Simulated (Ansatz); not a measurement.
Problem. Name a neutral molecule of C, Ga, N, O and H with LUMO energy (PBE0/def2-TZVPP) between -2.55 and -2.25 eV and HOMO energy (PBE/def2-TZVPP) between -6.90 and -6.60 eV (Ansatz, PBE0-D4/def2-TZVP geometry).

Solution. `N#C[O][GaH2]` (-2.39 eV, -6.89 eV). Other molecules can fit too; these were computed, each in one conformer that needn't be the lowest.
